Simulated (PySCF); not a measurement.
**Excitation energy of Ru²⁺ by level of theory**

Ru²⁺ [Kr] 4d6 (5D) → Ru²⁺ [Kr] 4d5 5s1 (7S), as a difference of total energies. Computed with PySCF 2.14 in x2c-TZVPPall, with the spin-free X2C one-electron Hamiltonian (Gaussian nucleus). Correlated levels: valence: [Kr] frozen. The calculations carry no spin-orbit coupling.

```json
{"method": "UHF", "excitation energy (eV)": "2.620"}
{"method": "MP2 (valence)", "excitation energy (eV)": "3.299"}
{"method": "SCS-MP2 (valence)", "excitation energy (eV)": "3.902"}
{"method": "CCSD (valence)", "excitation energy (eV)": "3.281"}
{"method": "CCSD(T) (valence)", "excitation energy (eV)": "3.306"}
```

Question: How much does correlation contribute at CCSD(T) (valence)?

Answer: 3.306 − (2.620) = 0.686 eV, measured against UHF.

The basis was made for the ground configuration and has no added diffuse functions, so the excitation energy can come out too high.
